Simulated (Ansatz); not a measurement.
Start from `[NH2][Zr]([NH2])([OH])[OH]` and change one element to get `[NH2][Hf]([NH2])([OH])[OH]`.

Ansatz, PBE0-D4/def2-TZVP geometries, multiplicity 1. Each molecule was computed in one conformer, which needn't be the lowest.

Elements past krypton have def2 core potentials.

```tsv
property	`[NH2][Zr]([NH2])([OH])[OH]`
HOMO energy (B3LYP/def2-TZVPP) / eV	-6.50
LUMO energy (B3LYP/def2-TZVPP) / eV	-0.39
HOMO energy (PBE0/def2-TZVPP) / eV	-6.73
zero-point energy (PBE0-D4/def2-TZVP) / kJ/mol	193.2
LUMO energy (ωB97M-V/def2-TZVPP) / eV	0.81
HOMO–LUMO gap (ωB97M-V/def2-TZVPP) / eV	9.89
```

**Question.** Give the same properties after the change, and the shifts. (Best estimate.)

**Answer.** The calculation gave: 
| property | `[NH2][Hf]([NH2])([OH])[OH]` | shift |
| --- | --- | --- |
| HOMO energy (B3LYP/def2-TZVPP) / eV | -6.48 | 0.02 |
| LUMO energy (B3LYP/def2-TZVPP) / eV | -0.23 | 0.16 |
| HOMO energy (PBE0/def2-TZVPP) / eV | -6.72 | 0.01 |
| zero-point energy (PBE0-D4/def2-TZVP) / kJ/mol | 192.7 | -0.5 |
| LUMO energy (ωB97M-V/def2-TZVPP) / eV | 1.23 | 0.42 |
| HOMO–LUMO gap (ωB97M-V/def2-TZVPP) / eV | 10.31 | 0.42 |

B3LYP here is the variant with VWN-RPA as its local correlation; programs differ in this.
